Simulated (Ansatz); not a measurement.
Geometry optimisation, Ansatz, RKS B3LYP-D4/def2-SVP.

input.yaml

```yaml
crystal:
  periodic: [false, false, false]
  atoms:
    - { symbol: Si, position_ang: [-1.8414, 0.5501, -0.1147] }
    - { symbol: C, position_ang: [-0.044, 0.1024, -0.1368] }
    - { symbol: C, position_ang: [0.6578, -0.7084, 0.6481] }
    - { symbol: C, position_ang: [1.9538, -0.3652, -0.1843] }
    - { symbol: O, position_ang: [0.9374, 0.4368, -0.9281] }
    - { symbol: H, position_ang: [-2.0356, 2.0785, 0.0525] }
    - { symbol: H, position_ang: [-2.5122, 0.1911, -1.3959] }
    - { symbol: H, position_ang: [-2.5433, -0.0733, 0.9902] }
    - { symbol: H, position_ang: [0.5239, -1.3172, 1.568] }
    - { symbol: H, position_ang: [2.3037, -1.171, -0.7776] }
    - { symbol: H, position_ang: [2.6652, 0.2192, 0.2992] }
basis:
  gaussian: { orbitals: def2-SVP }
hamiltonian:
  xc: b3lyp
  dispersion: d4
relax:
  f_tol: 0.02
  max_steps: 50
output:
  orbitals: {}
```

Run as:

```bash
$ ansatz run input.yaml --threads 2 --pin off --max-ram 3072MiB --backend cpu --events-out ev --progress --plain --runs-dir out
```

**Question.** Where does it end, and by what steps?

**Answer.** The run converged. After 7 steps the energy has fallen by 0.642 eV; C2 moved furthest, 0.12 Å.

```tsv
step	energy less start (eV)	largest force component (eV/Å)	accepted
0	0.0000	5.400	yes
1	-0.5395	1.778	yes
2	-0.5986	0.674	yes
3	-0.6311	0.367	yes
4	-0.6412	0.086	yes
5	-0.6419	0.101	yes
6	-0.6402	0.222	no
7	-0.6423	0.007	yes
```

```xyz
11
Properties=species:S:1:pos:R:3
Si -1.865 0.594 -0.132
C -0.073 0.045 -0.036
C 0.715 -0.748 0.725
C 1.855 -0.356 -0.182
O 0.911 0.470 -0.932
H -1.957 2.076 0.004
H -2.458 0.192 -1.438
H -2.596 -0.066 0.986
H 0.588 -1.383 1.597
H 2.285 -1.143 -0.824
H 2.659 0.262 0.253
```

The run took 14 s on 2 threads of AMD EPYC 9R14 (Zen 4), with other jobs on the host, peak memory 0.24 GiB.
